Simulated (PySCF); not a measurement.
# Removing an electron from `C=CC[P@@+]1([GaH3-])C=C1C`

Species: C6H12GaP.
Cartesian coordinates in Å at the PBE0-D3(BJ)/def2-SVP level; atoms count from 1:
```
atom  x, y, z in Å
C1     2.6786    0.8024    0.4420
C2     1.9599    0.0561   -0.4001
C3     1.1919   -1.1635   -0.0119
P4    -0.6396   -0.8679   -0.1786
Ga5   -1.6563   -1.1061   -2.4303
C6    -1.3957   -0.8399    1.4512
C7    -1.1210    0.3770    1.0371
C8    -1.1957    1.8216    1.3076
H9     3.2041    1.6971    0.0991
H10    2.7790    0.5373    1.4997
H11    1.8861    0.3531   -1.4536
H12    1.4248   -2.0105   -0.6800
H13    1.4024   -1.4676    1.0249
H14   -1.7043   -2.6790   -2.5700
H15   -0.4783   -0.3559   -3.1856
H16   -3.0010   -0.3151   -2.1864
H17   -1.8404   -1.4281    2.2537
H18   -0.1901    2.2655    1.2633
H19   -1.7986    2.3111    0.5267
H20   -1.6433    2.0264    2.2905
```

Level: wB97X-D/def2-SVPD (PySCF). Frontier orbitals with their largest atomic shares (Löwdin; up to four atoms above 4 %):

| orbital | ε (eV) | main atoms |
| --- | --- | --- |
| HOMO−3 | -10.05 | C2 25 %, C1 25 %, P4 11 %, C6 8 % |
| HOMO−2 | -9.39 | Ga5 40 %, H16 33 %, H15 15 %, H14 6 % |
| HOMO−1 | -9.24 | Ga5 37 %, H14 27 %, H15 20 %, P4 5 % |
| HOMO | -8.93 | ? |
| LUMO | 0.99 | C6 32 %, C7 31 %, P4 9 %, H17 7 % |
| LUMO+1 | 1.07 | P4 19 %, C2 15 %, C1 14 %, C6 12 % |
| LUMO+2 | 1.75 | Ga5 33 %, C1 10 %, C6 8 %, C2 8 % |

Problem. What vertical ionisation energy does ΔSCF give, and how far is −ε(HOMO) from it?

Solution. ΔSCF: 8.94 eV (863 kJ/mol; threshold wavelength 139 nm); ⟨S²⟩ of the doublet left behind is 0.763, against 0.75 for a pure doublet. −ε(HOMO) is 8.93 eV, the same within 0.01 eV. In exact Kohn–Sham theory the two would be equal; wB97X-D (range-separated hybrid) comes within 0.01 eV of that here.

Problem. On which atoms does the HOMO lie?

Solution. P4 (phosphorus bonded to 3 C and Ga) 22 %, C1 (terminal =CH2 carbon) 12 %, Ga5 (gallium bonded to P and 3 H) 11 %, C3 (sp3 carbon bound to phosphorus) 11 %, so no atom holds as much as 40 %. The HOMO−1 lies 0.31 eV lower.

Problem. What kinetic energy would electrons from this vertical process carry with Lyman-α light (10.199 eV)?

Solution. 10.20 − 8.94 = 1.26 eV.

Problem. With α = 132.9 au, estimate the like-pair dispersion coefficient by London's formula C6 = (3/4)α²I.

Solution. I = 0.3286 Eh, so C6 ≈ 4350 au, a rough estimate.

Problem. How many of the 10 lowest singlet excitations (vertical TDDFT, same level) lie below the ionisation energy?

Solution. All 10; they run from 5.49 to 7.09 eV.

Problem. Shift the occupied levels rigidly so that −ε(HOMO) equals the ΔSCF value. What binding energies result?

Solution. The shift is +0.01 eV: HOMO 8.94, HOMO−1 9.25, HOMO−2 9.40, HOMO−3 10.06 eV. A rigid shift is only a rough guide to the deeper ionisations.

Geometry: PBE0-D3(BJ)/def2-SVP, one conformer, isolated molecule. The calculation is non-relativistic, for gallium too.

Note: wB97X-D ran without an empirical dispersion term, which enters the total energy and its gradient alone.
